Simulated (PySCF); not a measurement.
**C₆ coefficients of unlike pairs at B3LYP**

Calculated with PySCF 2.14 from the dipole response of each species, C₆(A,B) = (3/π) ∫ α_A(iu) α_B(iu) du, in atomic units, from isotropic polarisabilities. For ions this is the dispersion term alone; charge-induced terms of lower order in 1/R come first.

| species | configuration | basis | relativity | α (bohr³) | C₆ (like pair) |
| --- | --- | --- | --- | --- | --- |
| Ba⁺ | [Xe] 6s1 (2S) | aug-cc-pVDZ-X2C (8s7p5d) | spin-free X2C | 122.2 | 1305 |
| Os³⁺ | [Xe] 4f14 5d5 (6S) | aug-cc-pwCVTZ-PP with ECP60MDF (8s8p7d4f3g) | core potential | 6.978 | 37.67 |
| Sn²⁺ | [Kr] 4d10 5s2 (1S) | aug-cc-pwCVDZ-PP with ECP28MDF (6s5p4d1f) | core potential | 14.59 | 76.43 |
| Ti²⁺ | [Ar] 3d2 (3F) | def2-TZVPPD (6s6p4d2f1g) | none | 4.801 | 14.38 |

**Question.** Estimate C₆ for Os³⁺ with Ba⁺.

**Answer.** The integral gives 153.4. The combination rule 2 C_A C_B / (C_A α_B/α_A + C_B α_A/α_B) gives 133.9 and the geometric mean 221.7.

No spin-orbit coupling is included.

The other pairs:

| pair | C₆ |
| --- | --- |
| Ti²⁺, Os³⁺ | 23.24 |
| Ti²⁺, Sn²⁺ | 32.04 |
| Sn²⁺, Ba⁺ | 266.8 |
| Sn²⁺, Os³⁺ | 51.13 |
| Ti²⁺, Ba⁺ | 99.53 |
